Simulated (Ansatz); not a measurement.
Input for Ansatz (a first-principles code): U-r2SCAN/cc-pVTZ on FGeH (SMILES [F][GeH]), a point of a bond scan (R = 2.826 Å).

Ansatz 0.2 input:
```yaml
crystal:
  periodic: [false, false, false]
  atoms:
    - {symbol: Ge, position_ang: [-0.11370409, -0.22690637, 0.28076938]}
    - {symbol: H, position_ang: [-1.63762451, -1.67337636, -1.60913371]}
    - {symbol: F, position_ang: [0.51367187, 0.92382939, -0.90949390]}
basis:
  gaussian:
    orbitals: cc-pVTZ
hamiltonian:
  xc: {name: r2SCAN}
magnetization: {spin_polarized: true, initial_magnetization: 0}
```

The head of its log:

```
WARN ansatz: RAYON_NUM_THREADS=1 ignored (pool sized by the plan → 1); use --threads N
Functional definition: r2SCAN
integrals: 0.02 GiB planned
563 factors; their error is unknown
mean field: 0.24 GiB planned
mean field evaluation 1: about -59245.1014 eV, gradient 3.0e1 eV
mean field evaluation 2: about -59192.5395 eV, gradient 1.1e2 eV
```

Question: Give the final energy of this run.

Answer: -2177.3872 hartree. Its determinant has ⟨S²⟩ = 0.48, a mixture of spin states.
